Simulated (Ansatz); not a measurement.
Ir₂₀⁺ (started as a model of: Ir20 tetrahedron). Charge 1, multiplicity 2. Geometry r2SCAN-D4/def2-SVP; atoms count from 1.

```xyz
20

Ir    2.448    1.961    3.531
Ir    0.159    1.770    2.484
Ir   -2.254    1.525    1.400
Ir   -4.537    1.301    0.321
Ir    1.780   -0.223    2.456
Ir   -0.626   -0.511    1.482
Ir   -2.964   -0.686    0.339
Ir    1.046   -2.513    1.358
Ir   -1.291   -2.750    0.315
Ir    0.311   -4.701    0.335
Ir    2.248    1.822    0.998
Ir   -0.117    1.689   -0.107
Ir   -2.481    1.345   -1.145
Ir    1.625   -0.456   -0.135
Ir   -0.887   -0.711   -1.259
Ir    0.794   -2.712   -1.177
Ir    1.993    1.657   -1.622
Ir   -0.327    1.397   -2.694
Ir    1.263   -0.621   -2.715
Ir    1.817    1.416   -4.168
```

In the def2 sets Ir takes a core potential; there is no spin–orbit coupling. Single mean-field runs in def2-TZVP are fitted with def2-universal-jkfit. The charge 1 doublet is spin-contaminated (final ⟨S²⟩ up to 6.51, 0.75 for a pure state).

(1) Estimate the Mulliken populations from the PBE0/def2-TZVP orbitals of Ansatz.

(2) Where does the spin sit?

(3) And the Mayer bond orders between heavy atoms (over 0.3, the first 40 of 60)?

## Answers

(1) 
```
atom  charge (e)  spin (α − β)  d electrons
 Ir1        0.63         -0.10         7.87
 Ir2        0.53          0.51         7.66
 Ir3        0.54          0.36         7.67
 Ir4        0.63         -0.09         7.87
 Ir5        0.53          0.30         7.66
 Ir6       -1.96         -1.37         7.70
 Ir7        0.54          0.35         7.67
 Ir8        0.53          0.30         7.66
 Ir9        0.53          0.51         7.66
Ir10        0.63         -0.10         7.87
Ir11        0.51          0.43         7.65
Ir12       -1.94         -1.45         7.70
Ir13        0.49          0.48         7.64
Ir14       -1.87         -1.49         7.68
Ir15       -1.94         -1.45         7.70
Ir16        0.51          0.43         7.65
Ir17        0.45          0.74         7.71
Ir18        0.51          0.54         7.71
Ir19        0.45          0.74         7.71
Ir20        0.69          1.37         7.70
```
Mulliken values depend strongly on the basis.

(2) Summed by element: Ir 1.00, of 1 unpaired in all. Largest on single atoms: Ir14 -1.49, Ir15 -1.45, Ir12 -1.45.

(3) Ir1–Ir2 0.74 (2.52 Å); Ir1–Ir5 0.75 (2.52 Å); Ir1–Ir11 0.73 (2.54 Å); Ir2–Ir3 0.42 (2.66 Å); Ir2–Ir5 0.60 (2.57 Å); Ir2–Ir6 0.45 (2.61 Å); Ir2–Ir11 0.59 (2.56 Å); Ir2–Ir12 0.44 (2.61 Å); Ir3–Ir4 0.73 (2.53 Å); Ir3–Ir6 0.46 (2.61 Å); Ir3–Ir7 0.65 (2.55 Å); Ir3–Ir12 0.42 (2.62 Å); Ir3–Ir13 0.60 (2.56 Å); Ir4–Ir7 0.73 (2.53 Å); Ir4–Ir13 0.75 (2.53 Å); Ir5–Ir6 0.45 (2.61 Å); Ir5–Ir8 0.47 (2.64 Å); Ir5–Ir11 0.61 (2.56 Å); Ir5–Ir14 0.44 (2.61 Å); Ir6–Ir7 0.46 (2.61 Å); Ir6–Ir8 0.45 (2.61 Å); Ir6–Ir9 0.45 (2.61 Å); Ir6–Ir12 0.79 (2.76 Å); Ir6–Ir14 0.81 (2.77 Å); Ir6–Ir15 0.79 (2.76 Å); Ir7–Ir9 0.42 (2.66 Å); Ir7–Ir13 0.60 (2.56 Å); Ir7–Ir15 0.42 (2.62 Å); Ir8–Ir9 0.60 (2.57 Å); Ir8–Ir10 0.75 (2.52 Å); Ir8–Ir14 0.44 (2.61 Å); Ir8–Ir16 0.61 (2.56 Å); Ir9–Ir10 0.74 (2.52 Å); Ir9–Ir15 0.44 (2.61 Å); Ir9–Ir16 0.59 (2.56 Å); Ir10–Ir16 0.73 (2.54 Å); Ir11–Ir12 0.45 (2.61 Å); Ir11–Ir14 0.48 (2.62 Å); Ir11–Ir17 0.50 (2.64 Å); Ir12–Ir13 0.47 (2.60 Å).
